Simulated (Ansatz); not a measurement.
`CCC[CH](Cl)[InH2]`. Charge 0, multiplicity 1. In: def2 effective core potential.

Cartesian coordinates in Å:
```
C 1.5001 -0.3932 0.7366
C 0.7592 -1.2491 -0.2800
C -0.7301 -0.9425 -0.4156
C -0.9876 0.4714 -0.8791
Cl -2.7666 0.7165 -1.1855
In -0.7137 2.0924 0.5461
H 1.6286 0.6398 0.3909
H 2.5079 -0.7743 0.9156
H 0.9801 -0.3767 1.6993
H 0.8598 -2.3010 0.0036
H 1.2416 -1.1532 -1.2591
H -1.2291 -1.1152 0.5446
H -1.1734 -1.6506 -1.1265
H -0.5148 0.6585 -1.8440
H -1.2522 1.7670 2.1487
H -0.1097 3.6102 0.0042
```

Question: What are the harmonic wavenumbers in cm⁻¹ at PBE0-D4/def2-TZVP (Ansatz, finite differences of forces, unscaled)? (An estimate is asked.)

Answer: The calculation gave: 43, 66, 111, 170, 180, 223, 275, 291, 371, 448, 504, 531, 591, 695, 773, 885, 898, 995, 1035, 1095, 1137, 1141, 1228, 1286, 1308, 1366, 1372, 1399, 1479, 1484, 1493, 1503, 1819, 1823, 3019, 3025, 3042, 3066, 3075, 3098, 3108, 3120.

Question: Is this a minimum?

Answer: Yes, all 42 modes are real.

Question: Give the ideal-gas thermochemistry at 298.15 K and 1 bar (rigid rotor, harmonic oscillator; point group C1, symmetry number 1).

Answer: Zero-point energy 326.4 kJ/mol; H(298) − E = 353.9 kJ/mol; entropy 414.2 J/(mol·K), of which translation 175.4, rotation 124.3, vibration 114.5; G(298) − E = 230.4 kJ/mol. Modes under 100 cm⁻¹ are hindered rotations or soft bends, so the harmonic entropy is rough.
